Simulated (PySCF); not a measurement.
Species: C5H4O2S.
SMILES with atom numbers: `[O:1]=[C:2]([OH:3])[c:4]1[cH:5][cH:6][s:7][cH:8]1` (hydrogens: H9 on O3; H10 on C5; H11 on C6; H12 on C8)

The geometry is computed with GFN2-xTB (gas phase).

(1) What internal coordinates does the optimisation give?

Answers

(1) 
| bond | length (Å) |
| --- | --- |
| O1=C2 | 1.206 |
| C2–O3 | 1.345 |
| C2–C4 | 1.466 |
| C4–C5 | 1.423 |
| C5–C6 | 1.352 |
| C6–S7 | 1.725 |
| S7–C8 | 1.707 |
| C4–C8 | 1.369 |
| O3–H9 | 0.970 |
| C5–H10 | 1.074 |
| C6–H11 | 1.072 |
| C8–H12 | 1.072 |

A selection of angles:
| angle | degrees |
| --- | --- |
| O1–C2–O3 | 122.3 |
| O1–C2–C4 | 125.0 |
| O3–C2–C4 | 112.8 |
| C2–C4–C5 | 122.8 |
| C2–C4–C8 | 124.9 |
| C5–C4–C8 | 112.3 |
| C4–C5–C6 | 112.3 |
| C5–C6–S7 | 112.1 |
| C6–S7–C8 | 91.4 |
| C4–C8–S7 | 112.0 |
| H9–O3–C2 | 109.5 |

Dihedral angles: O1–C2–C4–C5 0° (synperiplanar); H9–O3–C2–O1 0° (synperiplanar).

The 5-membered ring C4–C5–C6–S7–C8 has internal angles of 91.4° to 112.3° (sum 540°, against 540° for a flat polygon); it is planar, 0.00 Å rms from its mean plane, widest ring torsion 0°. The 8 heavy atoms lie in one plane (0.001 Å rms). Of the pairs four or more bonds apart, O3···H12 is among the closest relative to their van der Waals radii: 2.61 Å, 96 % of the sum of Bondi's values. S7 (thiophene-type sulfur) is bent (angle 91.4°). The C–C distances run from 1.352 Å (C5–C6, aromatic) to 1.466 Å (C2–C4, drawn single), a spread of 0.114 Å. The 2 C–O bonds span 1.206 Å (O1=C2, drawn double) to 1.345 Å (C2–O3, drawn single), a spread of 0.139 Å. O3 (acid hydroxyl oxygen) is bent (angle 109.5°).

Point group: Cs (tolerance 0.08 Å). Whether it is a minimum is left open (no frequencies). The numbers are those of one conformer (O1–C2–O3–H 0°, O1–C2–C4–C5 0°).
